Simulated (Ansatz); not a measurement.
`[OH][InH][OH]` → `[OH][InH]`• + `[OH]`• at 298.15 K and 1 bar (homolysis of the In–O bond).

Isolated molecules relaxed with PBE0-D4/def2-TZVP in Ansatz; ΔE leaves out vibrations. CCSD(T)/CBS adds triple-zeta CCSD(T) − MP2 to the extrapolated MP2 energy (def2 sets, frozen cores). This one scheme is used for every species. Open shells (•) are unrestricted, without spin–orbit coupling. Elements past krypton have def2 core potentials. For In outer-core shells are correlated without core-valence functions, which leaves a few kJ/mol of doubt a bond. One conformer a species, not always the lowest.

```json
{"species": "`[OH][InH][OH]`", "CCSD(T)/CBS energy (Eh)": "-341.99218", "H − E (kJ/mol)": "101.1", "S (J/(mol·K))": "309.7"}
{"species": "`[OH][InH]`•", "CCSD(T)/CBS energy (Eh)": "-266.16272", "H − E (kJ/mol)": "57.5", "S (J/(mol·K))": "275.7"}
{"species": "`[OH]`•", "CCSD(T)/CBS energy (Eh)": "-75.67771", "H − E (kJ/mol)": "31.1", "S (J/(mol·K))": "184.0"}
```

H − E and S are ideal-gas, rigid-rotor, harmonic terms from PBE0-D4/def2-TZVP, for one conformer and one mirror image of each species, with the whole ground term of open shells counted as degenerate. 1 Eh = 2625.50 kJ/mol, R = 8.31446 J/(mol·K).

**Question.** By hand: ΔE, ΔH, ΔS and ΔG.

**Answer.** ΔE = (-266.16272) + (-75.67771) − (-341.99218) = 0.15175 Eh = 398.4 kJ/mol. Δ(H − E) = 57.5 + 31.1 − 101.1 = -12.5, so ΔH = 385.9 kJ/mol. ΔS = 275.7 + 184.0 − 309.7 = 150.0 J/(mol·K). ΔG = 385.9 − 298.15 × (150.0)/1000 = 341.2 kJ/mol.

**Question.** By hand: the equilibrium constant, and the temperature at which ΔG would vanish if ΔH and ΔS stayed fixed.

**Answer.** log₁₀ K = −ΔG/(RT ln 10) = -59.8. ΔG = 0 at ΔH/ΔS = 2573 K, far beyond where these terms or the molecules hold.

The number of gas molecules changes by +1, which sets the sign of ΔS. A doubt of 5 kJ/mol in ΔE shifts log₁₀ K by 0.9 here. Other conformers and mirror images would add mixing entropy, several J/(mol·K) or more a flexible species. These are equilibria of isolated gas molecules and say nothing of rates. Largest T1 diagnostic: 0.021 (customary marks: 0.02 for closed shells, 0.045 for open ones).
